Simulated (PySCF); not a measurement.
# Cl: excitation energy

Cl [Ne] 3s2 3p5 (2P) → Cl [Ne] 3s1 3p6 (2S), as a difference of total energies. All numbers are calculated (PySCF 2.14, the non-relativistic Hamiltonian (point nucleus), in aug-cc-pwCVTZ (8s7p5d3f, 75 functions)). Correlated levels: valence and next inner shell: 1s2 frozen. The calculations carry no spin-orbit coupling.

Question: Order these methods by the excitation energy they give, lowest first.
A. SCS-MP2 (valence and next inner shell)
B. UHF
C. CCSD (valence and next inner shell)
D. MP2 (valence and next inner shell)

Answer: C (94519 cm⁻¹), A (101880 cm⁻¹), D (103680 cm⁻¹), B (124330 cm⁻¹).

Errors of the correlated levels include the incompleteness of this basis and the frozen core.

The coupled-cluster amplitudes are large for the upper state (T1 above 0.03 or a double amplitude above 0.15), so a single reference is strained.

For comparison: 85385 cm⁻¹ (measured; NIST levels, between the centres of gravity of the two terms).
